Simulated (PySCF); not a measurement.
Question: Give a GFN2-xTB geometry of `C=C[Si@@H]([NH3+])P`. (Charge +1.)

Answer: 
```xyz
14
C2H9NPSi angstrom
C     -1.9265   -1.0836   -0.5393
C     -1.3839   -0.3710    0.4414
Si     0.0968    0.7609    0.2015
N      1.4693   -0.2731    1.1928
P      0.9608    0.6233   -1.8459
H     -2.7844   -1.7167   -0.3809
H     -1.5362   -1.0667   -1.5462
H     -1.8373   -0.4188    1.4246
H      0.0773    1.9075    1.1118
H      1.1570   -0.4840    2.1402
H      2.3558    0.2254    1.2658
H      1.6528   -1.1612    0.7250
H     -0.0748    1.3058   -2.4703
H      1.7725    1.7517   -1.7578
```

Orientation and origin are arbitrary. Atoms count from 1 in this order. N4 (nitrogen bonded to Si and 3 H) is tetrahedral (angles from 107.5° to 112.5°). P5 (three-coordinate phosphorus) is pyramidal (angles 96.8°, 95.4° and 93.7°, sum 285.9°, 0.82 Å off the plane of its three neighbours). C2 (alkene CH carbon) is planar (angles 123.4°, 118.4° and 118.2°, sum 360.0°, 0.01 Å off the plane of its three neighbours). Si3 (SiH silicon) has angles from 96.1° to 128.7°.

Bonds between heavy atoms (Å): C1=C2 1.328, C2–Si3 1.879, Si3–N4 1.984, Si3–P5 2.226.

The geometry is computed with GFN2-xTB (gas phase).

Point group: C1 (no symmetry element, even within 0.4 Å). Stationary, but not proved a minimum. Torsions: C1–C2–Si3–N4 -110°, C2–Si3–P5–H 73° and 167°.

One conformer stands for the species.
